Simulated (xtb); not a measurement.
C₂H (SMILES [C-]#C), charge -1, singlet, geometry from GFN2-xTB; GFN2-xTB (xtb).

Here is a job for xtb.
```
$ xtb mol.xyz --gfn 2 --chrg -1 --ohess --json

# file mol.xyz
3

C     -0.00000000    -0.00000000    -0.47996454
C      0.00000000     0.00000000     0.74605881
H     -0.00000000    -0.00000000    -1.59656562
```

Predict the main parts of the log of this xtb run.


```
   ID    Z sym.   atoms
    1    6 C      1, 2
    2    1 H      3

           -------------------------------------------------
          |                Calculation Setup                |
           -------------------------------------------------

           -------------------------------------------------
          |                 G F N 2 - x T B                 |
           -------------------------------------------------

          ...................................................
          :                      SETUP                      :
          :.................................................:
          :  # basis functions                   9          :
          :  # atomic orbitals                   9          :
          :  # shells                            5          :
          :  # electrons                        10          :
          :  max. iterations                   250          :
          :  Hamiltonian                  GFN2-xTB          :
          :  restarted?                      false          :
          :  GBSA solvation                  false          :
          :  PC potential                    false          :
          :  electronic temp.          300.0000000     K    :
          :  accuracy                    1.0000000          :
          :  -> integral cutoff          0.2500000E+02      :
          :  -> integral neglect         0.1000000E-07      :
          :  -> SCF convergence          0.1000000E-05 Eh   :
          :  -> wf. convergence          0.1000000E-03 e    :
          :  Broyden damping             0.4000000          :
          :  net charge                         -1          :
          :  unpaired electrons                  0          :
          ...................................................

 iter      E             dE          RMSdq      gap      omega  full diag
   1     -4.8858748 -0.488587E+01  0.117E+01    6.12       0.0  T
   2     -4.8786292  0.724556E-02  0.745E+00    5.91       1.0  T
   3     -4.7812128  0.974164E-01  0.647E+00    6.69       1.0  T
   4     -4.8994668 -0.118254E+00  0.404E-01    6.38       1.0  T
   5     -4.8994544  0.123834E-04  0.263E-01    6.41       1.0  T
   6     -4.8994972 -0.427837E-04  0.117E-01    6.43       1.0  T
   7     -4.8995058 -0.860061E-05  0.328E-02    6.44       1.8  T
   8     -4.8995095 -0.365397E-05  0.552E-03    6.44      10.5  T
   9     -4.8995094  0.101120E-06  0.615E-03    6.44       9.4  T
  10     -4.8995095 -0.104287E-06  0.307E-04    6.44     187.8  T
  11     -4.8995095 -0.326498E-09  0.332E-05    6.44    1738.4  T

   *** convergence criteria satisfied after 11 iterations ***

         :::::::::::::::::::::::::::::::::::::::::::::::::::::
         ::                     SUMMARY                     ::
         :::::::::::::::::::::::::::::::::::::::::::::::::::::
         :: total energy              -4.791036749709 Eh    ::
         :: gradient norm              0.000022144399 Eh/a0 ::
         :: HOMO-LUMO gap              6.441037456952 eV    ::
         ::.................................................::
         :: SCC energy                -4.899509479166 Eh    ::
         :: -> isotropic ES            0.171869051379 Eh    ::
         :: -> anisotropic ES          0.008934254196 Eh    ::
         :: -> anisotropic XC          0.006292705754 Eh    ::
         :: -> dispersion             -0.001159991705 Eh    ::
         :: repulsion energy           0.108472729456 Eh    ::
         :: add. restraining           0.000000000000 Eh    ::
         :: total charge              -1.000000000000 e     ::
         :::::::::::::::::::::::::::::::::::::::::::::::::::::

      -----------------------------------------------------------
     |                   =====================                   |
     |                        A N C O P T                        |
     |                   =====================                   |
     |               Approximate Normal Coordinate               |
     |                Rational Function Optimizer                |
      -----------------------------------------------------------
      -----------------------------------------------------------
     |                   =====================                   |
     |                        A N C O P T                        |
     |                   =====================                   |
     |               Approximate Normal Coordinate               |
     |                Rational Function Optimizer                |
      -----------------------------------------------------------

          ...................................................
          :                      SETUP                      :
          :.................................................:
          :   optimization level            normal          :
          :   max. optcycles                   200          :
          :   ANC micro-cycles                  20          :
          :   degrees of freedom                 4          :
          :.................................................:
          :   RF solver                   davidson          :
          :   write xtbopt.log                true          :
          :   linear (good luck)              true          :
          :   energy convergence         0.5000000E-05 Eh   :
          :   grad. convergence          0.1000000E-02 Eh/α :
          :   maxmium RF displ.          1.0000000          :
          :   Hlow (freq-cutoff)         0.1000000E-01      :
          :   Hmax (freq-cutoff)         5.0000000          :
          :   S6 in model hess.         20.0000000          :
          ...................................................

generating ANC from exact Hessian ...
Using Lindh-Hessian (1995)
 Shifting diagonal of input Hessian by    0.0000000000000000
 Lowest  eigenvalues of input Hessian
    0.000000    0.000000    0.000000    0.000000    0.000000    0.351398
[...]
 * total energy  :    -4.7910367 Eh     change       -0.6341594E-12 Eh
   *** GEOMETRY OPTIMIZATION CONVERGED AFTER 1 ITERATIONS ***
         :: total energy              -4.791036749710 Eh    ::
[...]
         7                          0.2024500               5.5089
         8                          0.4052773              11.0282
         9                          1.4012962              38.1312
      -------------------------------------------------------------
                  HL-Gap            0.2367038 Eh            6.4410 eV
             Fermi-level            0.0840981 Eh            2.2884 eV

     #   Z          covCN         q      C6AA      α(0)
     1   6 C        1.901    -0.233    38.022     9.959
     2   6 C        0.981    -0.530    57.457    12.731
     3   1 H        0.920    -0.238    14.141     5.881

 Mol. C6AA /au·bohr⁶  :        306.365016
 Mol. C8AA /au·bohr⁸  :       7566.514397
 Mol. α(0) /au        :         28.570912

Wiberg/Mayer (AO) data.
largest (>0.10) Wiberg bond orders for each atom

 ---------------------------------------------------------------------------
     #   Z sym  total        # sym  WBO       # sym  WBO       # sym  WBO
 ---------------------------------------------------------------------------
     1   6 C    3.860 --     2 C    2.968     3 H    0.892
     2   6 C    3.019 --     1 C    2.968
     3   1 H    0.944 --     1 C    0.892
 ---------------------------------------------------------------------------

Topologies differ in total number of bonds
Writing topology from bond orders to xtbtopo.mol

molecular dipole:
                 x           y           z       tot (Debye)
 q only:        0.000       0.000       0.181
   full:       -0.000      -0.000      -0.548       1.393
molecular quadrupole (traceless):
                xx          xy          yy          xz          yz          zz
 q only:        1.704      -0.000       1.704      -0.000      -0.000      -3.407
  q+dip:        0.719      -0.000       0.719      -0.000      -0.000      -1.437
   full:        1.665      -0.000       1.665      -0.000      -0.000      -3.329

           -------------------------------------------------
          |               Frequency Printout                |
           -------------------------------------------------
 vibrational frequencies (cm⁻¹)
eigval :        0.00     0.00     0.00     0.00     0.00   682.48
eigval :      682.48  1993.79  2504.09
 reduced masses (amu)
   1: 12.01   2: 12.01   3: 11.57   4:  9.01   5:  9.01   6:  4.01   7:  4.01   8: 10.94
   9:  2.52
 IR intensities (km·mol⁻¹)
   1: 42.69   2: 42.69   3: 38.87   4:  0.46   5:  0.46   6:  0.01   7:  0.01   8:  8.92
   9:821.16
 Raman intensities (Ä⁴*amu⁻¹)
   1:  0.00   2:  0.00   3:  0.00   4:  0.00   5:  0.00   6:  0.00   7:  0.00   8:  0.00
   9:  0.00
 output can be read by thermo (or use thermo option).
 writing <g98.out> molden fake output.
 recommended (thermochemical) frequency scaling factor: 1.0
           -------------------------------------------------
          |             Thermodynamic Functions             |
           -------------------------------------------------

cin symmetry found (for desy threshold:  0.10E+00) used in thermo

          ...................................................
          :                      SETUP                      :
          :.................................................:
          :  # frequencies                           4      :
          :  # imaginary freq.                       0      :
          :  linear?                              true      :
          :  only rotor calc.                    false      :
          :  symmetry                              cin      :
          :  rotational number                       1      :
          :  scaling factor                  1.0000000      :
          :  rotor cutoff                   50.0000000 cm⁻¹ :
          :  imag. cutoff                  -20.0000000 cm⁻¹ :
          :.................................................:

    mode    ω/cm⁻¹     T·S(HO)/kcal·mol⁻¹    T·S(FR)/kcal·mol⁻¹   T·S(vib)
   ------------------------------------------------------------------------
   ------------------------------------------------------------------------

   temp. (K)  partition function   enthalpy   heat capacity  entropy
                                   cal/mol     cal/K/mol   cal/K/mol   J/K/mol
 298.15  VIB   1.08                  150.896      1.740      0.657
         ROT   147.                  592.502      1.987     11.898
         INT   158.                  743.397      3.727     12.555
         TR   0.121E+27             1481.254      4.968     35.573
         TOT                        2224.6513     8.6956    48.1280   201.3678

       T/K    H(0)-H(T)+PV         H(T)/Eh          T*S/Eh         G(T)/Eh
   ------------------------------------------------------------------------
    298.15    0.354521E-02    0.169018E-01    0.228672E-01   -0.596543E-02
   ------------------------------------------------------------------------

         :::::::::::::::::::::::::::::::::::::::::::::::::::::
         ::                  THERMODYNAMIC                  ::
         :::::::::::::::::::::::::::::::::::::::::::::::::::::
         :: total free energy          -4.797002180748 Eh   ::
         ::.................................................::
         :: total energy               -4.791036749710 Eh   ::
         :: zero point energy           0.013356550035 Eh   ::
         :: G(RRHO) w/o ZPVE           -0.019321981073 Eh   ::
         :: G(RRHO) contrib.           -0.005965431038 Eh   ::
         :::::::::::::::::::::::::::::::::::::::::::::::::::::

optimized geometry written to: xtbopt.xyz

           -------------------------------------------------
          | TOTAL ENERGY               -4.791036749710 Eh   |
          | TOTAL ENTHALPY             -4.774134992095 Eh   |
          | TOTAL FREE ENERGY          -4.797002180748 Eh   |
          | GRADIENT NORM               0.000022176436 Eh/α |
          | HOMO-LUMO GAP               6.441038888998 eV   |
           -------------------------------------------------

normal termination of xtb
```
